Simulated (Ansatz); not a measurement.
Ideal-gas functions of `CB([O])F` radical at 500 K and 1 bar, from an Ansatz frequency run at PBE0-D4/def2-TZVP.

Molar mass 60.84 g/mol, point group Cs (symmetry number 1), electronic degeneracy 2, moments of inertia 48.464, 59.499, 104.8 u Å². Harmonic wavenumbers (cm⁻¹, unscaled): 117, 286, 374, 476, 782, 846, 877, 1189, 1281, 1408, 1456, 1476, 3051, 3127, 3166.

Use S(trans) = R[1.5 ln M + 2.5 ln T − 1.1517]; rotational temperatures θ = 24.2544 K / I; S(rot) = R[ln(√π/σ · √(T³/θAθBθC)) + 1.5]; for each mode x = 1.438777 ν̃/T, S = R[x/(eˣ − 1) − ln(1 − e⁻ˣ)] and H = RT x/(eˣ − 1); 1 cm⁻¹ = 0.0119627 kJ/mol; R = 8.31446 J/(mol·K).

Problem. By hand: the entropy, in J/(mol·K).

Solution. Translation 170.8. Rotation: θ = 0.5005, 0.4076, 0.2314 K, giving 107.4. Vibration, mode by mode: 17.41, 10.17, 8.09, 6.32, 3.13, 2.71, 2.52, 1.24, 1.00, 0.74, 0.66, 0.63, 0.01, 0.01, 0.01, in all 54.6. Electronic 5.8. Sum 338.6 J/(mol·K).

Problem. By hand: H − E and G − E in kJ/mol, counted from the electronic energy.

Solution. Zero-point energy ½ × 19912 × 0.0119627 = 119.1; thermal vibration 15.1; translation, rotation and pV give 4 RT = 16.6. H − E = 150.8 kJ/mol, and G − E = 150.8 − 500 × 338.6/1000 = -18.5 kJ/mol.

Vibration gives 16 % of the entropy, 17.4 J/(mol·K) of it from the mode under 150 cm⁻¹: soft modes count most, and the harmonic formula is weakest for them.
